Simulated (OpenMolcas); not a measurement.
Computed levels of 4d7 in ions with 43 electrons, in cm-1 above 4F 9/2.

```json
{
  "Program": "OpenMolcas 26.06",
  "Method": "SS-RASPT2, IPEA 0.25 Eh, imaginary shift 0.1 Eh",
  "Basis": "ANO-RCC-VTZP",
  "Scalar Hamiltonian": "DKH2, point nucleus",
  "Spin-orbit coupling": "RASSI with atomic mean-field integrals over the reference wave functions, term energies averaged over their components"
}
```

Active space for each ion: 7 electrons in 9 orbitals (RAS2 4d 5s; RAS3 5p, at most 2 electrons); closed shells correlated by CASPT2: 4s 4p.

```csv
Level,Ru+,Pd3+
4F 7/2,1631,2940
4F 5/2,2680,4710
4F 3/2,3330,5800
4P 5/2,8510,13270
4P 3/2,9050,12870
4P 1/2,10020,15100
2G 9/2,11040,15280
2G 7/2,12490,18090
2P 1/2,14910,21530
```

Question: Estimate 4F 3/2, 4P 5/2, 4P 3/2 for Rh2+ from its neighbours Ru+ and Pd3+.

Answer: 4F 3/2 is fine structure, which grows about as the fourth power of a screened charge, so the fourth roots are averaged: ((3330^0.25 + 5800^0.25) / 2)^4 = 4437. The calculation gives 4480, so the estimate is off by -1.0 %; the measured value is 4322 (the list in Shadmi, J. Res. Natl. Bur. Stand. 70A, 435 (1966)).
4P 5/2 is another term, which grows about linearly with the charge: (8510 + 13270) / 2 = 10890. The calculation gives 11050, so the estimate is off by -1.4 %; the measured value is 11062 (the list in Shadmi, J. Res. Natl. Bur. Stand. 70A, 435 (1966)).
4P 3/2 is another term, which grows about linearly with the charge: (9050 + 12870) / 2 = 10960. The calculation gives 10970, so the estimate is off by -0.1 %; the measured value is 10997 (the list in Shadmi, J. Res. Natl. Bur. Stand. 70A, 435 (1966)).

Mixed levels, with the weight of the term that names them: Ru+ 4P 5/2 (69 %), Ru+ 4P 3/2 (55 %), Pd3+ 4P 3/2 (69 %).

Term energies are means over components that CASPT2 splits; among the terms shown or strongly mixed into the levels shown the widest spread is 630 cm-1 (4d7 4F, Pd3+). Some high roots are left out of the spin-orbit mixing, which shifts the levels that they would mix with. Terms from blocks run as CI alone lack orbitals of their own. Measured partners are found by configuration, term and J. A level has none where our copy of the source lacks it or the pairing is in doubt (some pairs that miss far off the trend of their configuration count as doubtful), and it then counts in no deviation. Only configurations of the active space appear.
